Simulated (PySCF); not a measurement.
BiBr3, charge +1, doublet, geometry from GFN2-xTB (such geometries of metal compounds can be far from the true shape) (a state made from the parent by changing its charge; the spin is typed, not shown lowest) (core potentials on Bi). Base run: DF-R2SCAN/def2-SV(P) in PySCF.

PySCF was given this input:
```python
from pyscf import gto, scf, dft

mol = gto.M(
    atom='''
Bi    0.00187441    0.00232546    0.84115044
Br   -1.65440340   -1.41128438   -0.65732947
Br   -0.39564745    2.13436267   -0.66993681
Br    2.04560582   -0.72859294   -0.66746190
''',
    basis='def2-sv(p)',
    ecp={'Bi': 'def2-sv(p)'},
    charge=1,
    spin=1,
    verbose=4,
    symmetry=True,
)

mf = dft.UKS(mol)
mf.xc = 'r2scan'
mf = mf.density_fit(auxbasis='def2-universal-jkfit')
mf.kernel()
mf.analyze()
```

Each row names what was changed in the base input (with any setting that the change needs).

```
change                                 ΔE vs base (eV)  point group used  SCF cycles
-------------------------------------  ---------------  ----------------  ----------
base                                              0.00                Cs          17
symmetry = off                                    0.00                C1          17
irrep_nelec = A':(39, 38) A":(25, 25)             4.11                Cs          36
irrep_nelec = A':(37, 38) A":(27, 25)             4.16                Cs          20
```

Open shells are given as the SCF converged; they aren't shown to be the lowest states, and a large step between rows can be another state.
